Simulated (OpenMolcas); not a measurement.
Multiconfigurational calculation on Fe VI

Input:

```
&GATEWAY
Coord
1

Fe 0.0 0.0 0.0
Basis=ANO-RCC-VQZP
Group=XYZ
NoMove
AngMom=0.0 0.0 0.0
AMFI
&SEWARD
* reference wave functions (RASSCF and RASSI steps not shown): 9 electrons in 8 orbitals (RAS1 3p, at most 2 holes; RAS2 3d)
>>> COPY JOB001 $Project.JobIph
&CASPT2
Multistate=10 1 2 3 4 5 6 7 8 9 10
Frozen=2 3
IPEA=0.25
Imaginary=0.1
MaxIter=60
WThr=0.0 0.3 0.05
PrWF=0.5
NoMix
>>> COPY JOB002 $Project.JobIph
&CASPT2
Multistate=40 1 2 3 4 5 6 7 8 9 10 11 12 13 14 15 16 17 18 19 20 21 22
23 24 25 26 27 28 29 30 31 32 33 34 35 36 37 38 39 40
Frozen=2 3
IPEA=0.25
Imaginary=0.1
MaxIter=60
WThr=0.0 0.3 0.05
PrWF=0.5
NoMix
```

Launched by
```bash
OMP_NUM_THREADS=1 MOLCAS_MEM=1689 MOLCAS_PROJECT=a pymolcas a.inp > a.log  # once for each step of the input, in one work folder
```

Output, cut to the results:

```
--- CASPT2 ---
Orbital specifications:
      -----------------------

      Symmetry species                           1   2
                                                ag  au
      Frozen orbitals                            2   3
      Inactive orbitals                          1   0
      Active orbitals                            5   3
      Secondary orbitals                        37  44
      Deleted orbitals                           0   0
      Number of basis functions                 45  50
Type of calculation                        MS-CASPT2
      Fock operator                              state-specific
      IPEA shift                                 0.25
      Real shift                                 0.00
      Imaginary shift                            0.10
      The input orbitals will be transformed to quasi-canonical
Reference energy:       -1264.8653587386
      E2 (Non-variational):      -0.2859620562
      Shift correction:          -0.0000253457
      E2 (Variational):          -0.2859874019
      Total energy:           -1265.1513461405
      Residual norm:              0.0000002104
      Reference weight:           0.97650
      Contributions to the CASPT2 correlation energy
      Active & Virtual Only:         -0.2192930789
      One Inactive Excited:          -0.0615072174
      Two Inactive Excited:          -0.0051617599
Reference energy:       -1264.8653587386
      E2 (Non-variational):      -0.2850767774
      Shift correction:          -0.0000248915
      E2 (Variational):          -0.2851016689
      Total energy:           -1265.1504604074
      Residual norm:              0.0000001356
      Reference weight:           0.97670
      Contributions to the CASPT2 correlation energy
      Active & Virtual Only:         -0.2185650816
      One Inactive Excited:          -0.0613773932
      Two Inactive Excited:          -0.0051343027
::    CASPT2 Root  1     Total energy:  -1265.15134614
::    CASPT2 Root  2     Total energy:  -1265.15046041
::    CASPT2 Root  3     Total energy:  -1265.15191766
::    CASPT2 Root  4     Total energy:  -1265.15039307
::    CASPT2 Root  5     Total energy:  -1265.15130065
::    CASPT2 Root  6     Total energy:  -1265.15184520
::    CASPT2 Root  7     Total energy:  -1265.15160144
::    CASPT2 Root  8     Total energy:  -1265.06563140
::    CASPT2 Root  9     Total energy:  -1265.06563532
::    CASPT2 Root 10     Total energy:  -1265.06563305
::    MS-CASPT2 Root  1     Total energy:  -1265.15348121
::    MS-CASPT2 Root  2     Total energy:  -1265.15330771
::    MS-CASPT2 Root  3     Total energy:  -1265.15271986
::    MS-CASPT2 Root  4     Total energy:  -1265.15177591
::    MS-CASPT2 Root  5     Total energy:  -1265.15099176
::    MS-CASPT2 Root  6     Total energy:  -1265.14978551
::    MS-CASPT2 Root  7     Total energy:  -1265.14698518
::    MS-CASPT2 Root  8     Total energy:  -1265.06558865
::    MS-CASPT2 Root  9     Total energy:  -1265.06557050
::    MS-CASPT2 Root 10     Total energy:  -1265.06555805
--- CASPT2 ---
Orbital specifications:
      -----------------------

      Symmetry species                           1   2
                                                ag  au
      Frozen orbitals                            2   3
      Inactive orbitals                          1   0
      Active orbitals                            5   3
      Secondary orbitals                        37  44
      Deleted orbitals                           0   0
      Number of basis functions                 45  50
Type of calculation                        MS-CASPT2
      Fock operator                              state-specific
      IPEA shift                                 0.25
      Real shift                                 0.00
      Imaginary shift                            0.10
      The input orbitals will be transformed to quasi-canonical
Reference energy:       -1264.7604242090
      E2 (Non-variational):      -0.2990207774
      Shift correction:          -0.0000289526
      E2 (Variational):          -0.2990497300
      Total energy:           -1265.0594739390
      Residual norm:              0.0000001924
      Reference weight:           0.97469
      Contributions to the CASPT2 correlation energy
      Active & Virtual Only:         -0.2298959477
      One Inactive Excited:          -0.0639005489
      Two Inactive Excited:          -0.0052242808
Reference energy:       -1264.7604242090
      E2 (Non-variational):      -0.2989559248
      Shift correction:          -0.0000288865
      E2 (Variational):          -0.2989848113
      Total energy:           -1265.0594090203
      Residual norm:              0.0000001890
      Reference weight:           0.97470
      Contributions to the CASPT2 correlation energy
      Active & Virtual Only:         -0.2298138821
      One Inactive Excited:          -0.0639154220
      Two Inactive Excited:          -0.0052266207
::    CASPT2 Root  1     Total energy:  -1265.05947394
::    CASPT2 Root  2     Total energy:  -1265.05940902
::    CASPT2 Root  3     Total energy:  -1265.05937612
::    CASPT2 Root  4     Total energy:  -1265.05942880
::    CASPT2 Root  5     Total energy:  -1265.05935613
::    CASPT2 Root  6     Total energy:  -1265.05939139
::    CASPT2 Root  7     Total energy:  -1265.05938980
::    CASPT2 Root  8     Total energy:  -1265.05944274
::    CASPT2 Root  9     Total energy:  -1265.05944893
::    CASPT2 Root 10     Total energy:  -1265.03255874
::    CASPT2 Root 11     Total energy:  -1265.03255631
::    CASPT2 Root 12     Total energy:  -1265.03257256
::    CASPT2 Root 13     Total energy:  -1265.02405826
::    CASPT2 Root 14     Total energy:  -1265.02407047
::    CASPT2 Root 15     Total energy:  -1265.02413740
::    CASPT2 Root 16     Total energy:  -1265.02404473
::    CASPT2 Root 17     Total energy:  -1265.02421494
::    CASPT2 Root 18     Total energy:  -1265.02345758
::    CASPT2 Root 19     Total energy:  -1265.02365761
...
```

Levels above the lowest, from the spin-orbit matrix with the multistate effective Hamiltonian, averaged by term, added to it:

```tsv
Configuration	Term	J	E (cm-1)	Measured (cm-1)	g	Term weight %
3d3	4F	3/2	0.0	0.0	0.399	100
3d3	4F	5/2	533	511	1.029	100
3d3	4F	7/2	1250	1188	1.238	100
3d3	4F	9/2	2130	2001	1.334	100
3d3	4P	1/2	19480	18738	2.651	99
3d3	4P	3/2	19660	18942	1.724	97
3d3	4P	5/2	20330	19611	1.600	100
3d3	2G	7/2	20980	20616	0.889	100
3d3	2G	9/2	21700	21315	1.108	98
3d3	2P	3/2	26890	26215	1.174	66
3d3	2P	1/2	27000	26496	0.686	99
3d3	2H	9/2	29000	28724	0.913	98
3d3	2D(1)	3/2	29430	28628	0.970	68
3d3	2D(1)	5/2	29510	28484	1.201	99
3d3	2H	11/2	29520	29203	1.091	100
3d3	2F	7/2	47280	46217	1.143	100
3d3	2F	5/2	47590	46604	0.857	100
3d3	2D(2)	5/2	73510	71708	1.200	100
3d3	2D(2)	3/2	73870	72049	0.800	100
```

Against the 18 measured excited levels shown (Corliss and Sugar, J. Phys. Chem. Ref. Data 11, 135 (1982)) the mean absolute deviation is 690 cm-1; the largest miss in energy is 3d3 2D 3/2(2): computed 73870, measured 72049 cm-1 (+2.5 %), and the largest in proportion 3d3 4F 9/2 (+6.2 %).

CASPT2 breaks the degeneracy within a term, and the mean is taken; among the terms shown or strongly mixed into the levels shown the widest spread is 1400 cm-1 (3d3 4F). Active for correlation alone: 3p; no level in the range computed is led by a configuration that opens it, so any true level of that kind is missing. The CASPT2 spread within a term exceeds the gap to the next term for 3d3 2D(1) and 3d3 2H, so the order of their levels is uncertain. Computed and measured levels are paired by configuration, term and J; levels that our copy of the source lacks, or whose pairing is in doubt (as where it misses far off the trend of its configuration), stay unpaired and out of the deviations. Only configurations of the active space appear. The first state left out of the spin-orbit step lies near 880000 cm-1 above the lowest spin-free state of the reference (among the parities and spins computed), and the list stops at four fifths of that energy or lower.

The CASPT2 steps took 64 s on 1 thread of Arm Neoverse V1, on a shared host; the integral step is not counted.

The term weight is that of the spin-free term in the level, not the purity of its configuration. A number in round brackets counts repeated terms of one configuration in the order of the reference energies.
